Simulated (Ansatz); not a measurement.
Start from `C[Si](F)(Cl)[SeH]` and change one atom or group to get `C[SiH](F)Cl`.

Ansatz, PBE0-D4/def2-TZVP geometries, multiplicity 1. Each molecule was computed in one conformer, which needn't be the lowest.

Scalar relativity is left out up to krypton.

```
                                          property  `C[Si](F)(Cl)[SeH]`
size of the dipole moment (ωB97M-V/def2-TZVPP) / D                 2.25
               HOMO–LUMO gap (PBE/def2-TZVPP) / eV                 5.29
    zero-point energy (PBE0-D4/def2-TZVP) / kJ/mol                132.3
               LUMO energy (B3LYP/def2-TZVPP) / eV                -0.37
  size of the dipole moment (B3LYP/def2-TZVPP) / D                 2.24
               HOMO energy (B3LYP/def2-TZVPP) / eV                -7.21
```

Task: What does the change do to each property? (An estimate is asked.)

Result: The calculation gave: 
```json
{"property": "size of the dipole moment (ωB97M-V/def2-TZVPP) / D", "`C[SiH](F)Cl`": "2.05", "shift": "-0.20"}
{"property": "HOMO–LUMO gap (PBE/def2-TZVPP) / eV", "`C[SiH](F)Cl`": "7.38", "shift": "2.09"}
{"property": "zero-point energy (PBE0-D4/def2-TZVP) / kJ/mol", "`C[SiH](F)Cl`": "131.9", "shift": "-0.4"}
{"property": "LUMO energy (B3LYP/def2-TZVPP) / eV", "`C[SiH](F)Cl`": "0.48", "shift": "0.85"}
{"property": "size of the dipole moment (B3LYP/def2-TZVPP) / D", "`C[SiH](F)Cl`": "2.06", "shift": "-0.18"}
{"property": "HOMO energy (B3LYP/def2-TZVPP) / eV", "`C[SiH](F)Cl`": "-8.73", "shift": "-1.52"}
```

With PBE0 the HOMO falls by 1.50 eV and the LUMO rises by 0.81 eV, so the gap widens by about 2.31 eV. PBE moves the HOMO by -1.30 eV and ωB97M-V by -1.57 eV. The zero-point energy changes by -0.4 kJ/mol with -3 modes. Dipoles are sizes alone; their direction can turn.

B3LYP here is the variant with VWN-RPA as its local correlation; programs differ in this.

Spin–orbit coupling is left out; it splits and shifts lone-pair levels of the heavy atoms by tenths of an eV.
